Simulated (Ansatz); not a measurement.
Calculation: Ansatz (a quantum-chemistry and plane-wave program) with frozen-core CCSD(T)/cc-pVTZ // PBE0-D4/def2-TZVP.

Ansatz 0.2 input:
```yaml
crystal:
  periodic: [false, false, false]
  atoms:
    - { symbol: C, position_ang: [-0.091114, 0.000791, 0.114508] }
    - { symbol: F, position_ang: [1.230978, -0.01612, -0.036343] }
    - { symbol: H, position_ang: [-0.557287, 0.965504, -0.035634] }
    - { symbol: H, position_ang: [-0.582577, -0.950175, -0.042531] }
basis:
  gaussian: { orbitals: cc-pVTZ }
correlation:
  method: ccsd_t
magnetization:
  spin_polarized: true
  initial_magnetization: 1
```

Output:

```
Functional definition: HF
518 factors; integrals over basis functions are off by at most 9.5e-4 eV
mean field evaluation 1: about -3766.8076 eV, gradient 1.3e1 eV
mean field evaluation 2: about -3766.8109 eV, gradient 1.3e1 eV
mean field evaluation 4: about -3767.6717 eV, gradient 2.4e0 eV
mean field evaluation 8: about -3767.7177 eV, gradient 1.0e-1 eV
mean field evaluation 16: about -3767.7043 eV, gradient 7.3e-1 eV
mean field -3767.71783066 eV, -138.4610764258 hartree, gradient 2.0e-6 eV, S^2 0.761404; 0 other end points of the search recorded, 0 dependent functions left out
2 core orbitals not correlated
reference -3767.71783066 eV, -138.4610764258 hartree; 7, 6 occupied and 79, 80 virtual orbitals, 518 factors
second order -10.82557038 eV of doubles, -0.00000000 eV of singles
cycle   1  -10.95279013 eV  change   -1.3e-1 eV  update   6.6e-2
cycle   2  -11.19624536 eV  change   -2.4e-1 eV  update   2.0e-2
cycle   3  -11.26310136 eV  change   -6.7e-2 eV  update   1.3e-2
cycle   4  -11.25604647 eV  change    7.1e-3 eV  update   4.4e-3
cycle   5  -11.25742836 eV  change   -1.4e-3 eV  update   2.0e-3
cycle   6  -11.25798334 eV  change   -5.5e-4 eV  update   5.6e-4
cycle   7  -11.25778656 eV  change    2.0e-4 eV  update   1.9e-4
cycle   8  -11.25780669 eV  change   -2.0e-5 eV  update   8.3e-5
cycle   9  -11.25780812 eV  change   -1.4e-6 eV  update   2.5e-5
cycle  10  -11.25779418 eV  change    1.4e-5 eV  update   9.9e-6
perturbative correction -0.33659566 eV, -0.0123696624 hartree
Total energy: -3779.31222050 eV, -138.8871623934 hartree
```

Cost: around 4 core-seconds (rough).
